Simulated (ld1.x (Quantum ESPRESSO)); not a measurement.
zinc PAW: all-electron and pseudo phase curves

zinc, PAW, made with ld1.x (Quantum ESPRESSO) 7.5 (PBE, scalar-relativistic). Core [Ar], reference 3d10 4s0 4p0 (charge +2). Waves: 4s (bound, empty): rcut 1.76, rcutus 2.40 bohr; 4s channel at 1 Ry: rcut 1.76, rcutus 2.40 bohr; 4p (bound, empty): rcut 1.96, rcutus 2.28 bohr; 4p channel at 2.85 Ry: rcut 1.96, rcutus 2.28 bohr; 3d (bound): rcut 1.20, rcutus 1.26 bohr; 3d channel at -1.55 Ry: rcut 1.20, rcutus 1.26 bohr; 4f channel at 0.45 Ry: rcut 1.90, rcutus 2.28 bohr; 4f channel at 1.4 Ry: rcut 1.90, rcutus 2.28 bohr. Local part: all-electron potential smoothed inside 1.84 bohr (lloc = -1). Core correction: Bessel-smoothed model core, default radius (core density twice the valence density). Augmentation charge: BESSEL, radius 1.26 bohr.

The phase is arctan(r·u′/u) with u = r·R(r), unwrapped; energies in Ry, scanned from -4 to 5 Ry. A pole is an energy at which the radial function vanishes at the test radius. The pseudo phase is shifted by a multiple of π to meet the all-electron one at the reference energy, and phase errors are pseudo minus all-electron; the curves can meet again beyond the range given. Levels narrower than the energy grid can be missing from the lists of poles.

```csv
channel,radius (bohr),reference energy (Ry),"poles, all-electron","poles, pseudo",unbroken range about the reference energy with phases within 0.05 rad,phase error 1 Ry above the reference energy (rad)
s,2.60,-1.69,-0.53,"-0.54, 4.22",below 2.4,-0.000
p,2.60,-1.15,0.55,0.54,the whole range,-0.000
d,2.60,-2.27,"-2.21, 2.51","-2.21, 2.52",the whole range,-0.000
f,2.60,0.45,3.63,3.63,the whole range,-0.000
```

Phases in the d channel:

| E (Ry) | all-electron | pseudo |
| --- | --- | --- |
| -4.00 | 1.348 | 1.348 |
| -3.76 | 1.338 | 1.338 |
| -3.52 | 1.326 | 1.326 |
| -3.28 | 1.311 | 1.311 |
| -3.04 | 1.291 | 1.291 |
| -2.80 | 1.260 | 1.260 |
| -2.56 | 1.194 | 1.194 |
| -2.32 | 0.148 | 0.148 |
| -2.08 | -1.755 | -1.755 |
| -1.84 | -1.841 | -1.841 |
| -1.60 | -1.890 | -1.890 |
| -1.36 | -1.938 | -1.938 |
| -1.12 | -1.995 | -1.995 |
| -0.88 | -2.069 | -2.069 |
| -0.64 | -2.175 | -2.175 |
| -0.40 | -2.342 | -2.342 |
| -0.16 | -2.623 | -2.622 |
| 0.08 | -3.083 | -3.082 |
| 0.32 | -3.627 | -3.627 |
| 0.56 | -4.025 | -4.024 |
| 0.80 | -4.259 | -4.258 |
| 1.04 | -4.401 | -4.400 |
| 1.28 | -4.494 | -4.492 |
| 1.52 | -4.559 | -4.558 |
| 1.76 | -4.609 | -4.607 |
| 2.00 | -4.648 | -4.647 |
| 2.24 | -4.681 | -4.679 |
| 2.48 | -4.709 | -4.707 |
| 2.72 | -4.735 | -4.733 |
| 2.96 | -4.759 | -4.757 |
| 3.20 | -4.783 | -4.780 |
| 3.44 | -4.807 | -4.803 |
| 3.68 | -4.832 | -4.827 |
| 3.92 | -4.860 | -4.854 |
| 4.16 | -4.892 | -4.884 |
| 4.40 | -4.931 | -4.920 |
| 4.64 | -4.982 | -4.965 |
| 4.88 | -5.050 | -5.024 |
